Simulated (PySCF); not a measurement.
GeI₄ (SMILES [I][Ge]([I])([I])[I]), singlet, at a GFN2-xTB geometry (core potentials on I); R2SCAN/def2-SVP (PySCF).

Input for PySCF:
```python
from pyscf import gto, scf, dft

mol = gto.Mole()
mol.atom = '''
    I    -0.937377    2.256308   -0.767222
    Ge   -0.000000   -0.000000    0.000000
    I    -1.748439   -1.829210   -0.393937
    I     0.567732    0.115212    2.494522
    I     2.118083   -0.542311   -1.333362
'''
mol.basis = 'def2-svp'
mol.ecp = {'I': 'def2-svp'}
mol.charge = 0
mol.spin = 0
mol.verbose = 4
mol.build()

mf = dft.RKS(mol)
mf.xc = 'r2scan'
mf.grids.atom_grid = (99, 590)
mf.grids.prune = None
mf.kernel()
```

The log (banner, timings and long lists left out):

```
PySCF version 2.14.0

[INPUT] verbose = 4
[INPUT] num. atoms = 5
[INPUT] num. electrons = 132
[INPUT] charge = 0
[INPUT] spin (= nelec alpha-beta = 2S) = 0
[INPUT] symmetry False subgroup None
[INPUT] Mole.unit = angstrom
[INPUT] Symbol           X                Y                Z      unit          X                Y                Z       unit  Magmom
[INPUT]  1 I     -0.937377000000   2.256308000000  -0.767222000000 AA   -1.771385805466   4.263804172665  -1.449839456741 Bohr   0.0
[INPUT]  2 Ge     0.000000000000   0.000000000000   0.000000000000 AA    0.000000000000   0.000000000000   0.000000000000 Bohr   0.0
[INPUT]  3 I     -1.748439000000  -1.829210000000  -0.393937000000 AA   -3.304070855508  -3.456705924316  -0.744433040333 Bohr   0.0
[INPUT]  4 I      0.567732000000   0.115212000000   2.494522000000 AA    1.072857992152   0.217719126263   4.713963391702 Bohr   0.0
[INPUT]  5 I      2.118083000000  -0.542311000000  -1.333362000000 AA    4.002596779097  -1.024819264339  -2.519689004902 Bohr   0.0

nuclear repulsion = 1135.75797031669
number of shells = 52
number of NR pGTOs = 318
number of NR cGTOs = 136
basis = def2-svp
ecp = {'I': 'def2-svp'}

******** <class 'pyscf.dft.rks.RKS'> ********
method = RKS
initial guess = minao
damping factor = 0
level_shift factor = 0
DIIS = <class 'pyscf.scf.diis.CDIIS'>
diis_start_cycle = 1
diis_space = 8
diis_damp = 0
SCF conv_tol = 1e-09
SCF conv_tol_grad = None
SCF max_cycles = 50
direct_scf = True
direct_scf_tol = 1e-13
XC library pyscf.dft.libxc version 7.1.2
    S. Lehtola, C. Steigemann, M. J. T. Oliveira, and M. A. L. Marques,  SoftwareX 7, 1–5 (2018)
XC functionals = r2scan
    J. W. Furness, A. D. Kaplan, J. Ning, J. P. Perdew, and J. Sun,  J. Phys. Chem. Lett. 11, 8208–8215 (2020)
    J. W. Furness, A. D. Kaplan, J. Ning, J. P. Perdew, and J. Sun,  J. Phys. Chem. Lett. 11, 9248–9248 (2020)
    J. W. Furness, A. D. Kaplan, J. Ning, J. P. Perdew, and J. Sun,  J. Phys. Chem. Lett. 11, 8208–8215 (2020)
    J. W. Furness, A. D. Kaplan, J. Ning, J. P. Perdew, and J. Sun,  J. Phys. Chem. Lett. 11, 9248–9248 (2020)
radial grids:
    Treutler-Ahlrichs [JCP 102, 346 (1995); DOI:10.1063/1.469408] (M4) radial grids

becke partition: Becke, JCP 88, 2547 (1988); DOI:10.1063/1.454033
pruning grids: None
grids dens level: 3
symmetrized grids: False
atomic radii adjust function: <function treutler_atomic_radii_adjust>
User specified grid scheme (99, 590)
small_rho_cutoff = 0
Set gradient conv threshold to 3.16228e-05
Initial guess from minao.
tot grids = 292056
init E= -3141.36472949159
  HOMO = -1.84843464820385  LUMO = -1.66747074388019  gap/eV = 4.92428
cycle= 1 E= -3262.75813558452  delta_E= -121  |g|= 5.97  |ddm|= 17.2
  HOMO = 0.0290681720332492  LUMO = 0.0383991977553964  gap/eV = 0.25391
cycle= 2 E= -3263.34075311252  delta_E= -0.583  |g|= 5.08  |ddm|= 15.2
  HOMO = -0.207300540273092  LUMO = 0.00342489433121074  gap/eV = 5.73413
cycle= 3 E= -3266.85628690296  delta_E= -3.52  |g|= 2.09  |ddm|= 7.52
  HOMO = -0.274765193544458  LUMO = -0.197412279170223  gap/eV = 2.10488
cycle= 4 E= -3267.93413144194  delta_E= -1.08  |g|= 0.913  |ddm|= 3.53
  HOMO = -0.24852693463256  LUMO = -0.15715314614102  gap/eV = 2.48641
cycle= 5 E= -3268.168337572  delta_E= -0.234  |g|= 0.0944  |ddm|=  1.2
  HOMO = -0.257787975883017  LUMO = -0.167123584572124  gap/eV = 2.46710
cycle= 6 E= -3268.16844554803  delta_E= -0.000108  |g|= 0.076  |ddm|= 0.183
  HOMO = -0.256656164076102  LUMO = -0.164315385360148  gap/eV = 2.51272
cycle= 7 E= -3268.17027135539  delta_E= -0.00183  |g|= 0.00455  |ddm|= 0.0947
  HOMO = -0.256062321873519  LUMO = -0.163927551709051  gap/eV = 2.50711
cycle= 8 E= -3268.17027809751  delta_E= -6.74e-06  |g|= 0.000981  |ddm|= 0.0095
  HOMO = -0.256072760417526  LUMO = -0.163878685847891  gap/eV = 2.50873
cycle= 9 E= -3268.17027845007  delta_E= -3.53e-07  |g|= 7.58e-05  |ddm|= 0.00168
  HOMO = -0.256084712660457  LUMO = -0.163893841801631  gap/eV = 2.50864
cycle= 10 E= -3268.17027845161  delta_E= -1.54e-09  |g|= 1.14e-05  |ddm|= 0.000183
  HOMO = -0.256084056639397  LUMO = -0.163893749446814  gap/eV = 2.50863
cycle= 11 E= -3268.17027845163  delta_E= -1.82e-11  |g|= 8.29e-06  |ddm|= 3.97e-05
  HOMO = -0.256084934778367  LUMO = -0.163893702951192  gap/eV = 2.50865
Extra cycle  E= -3268.17027845155  delta_E= 7.82e-11  |g|= 1.43e-05  |ddm|= 4.97e-05
converged SCF energy = -3268.17027845155
```
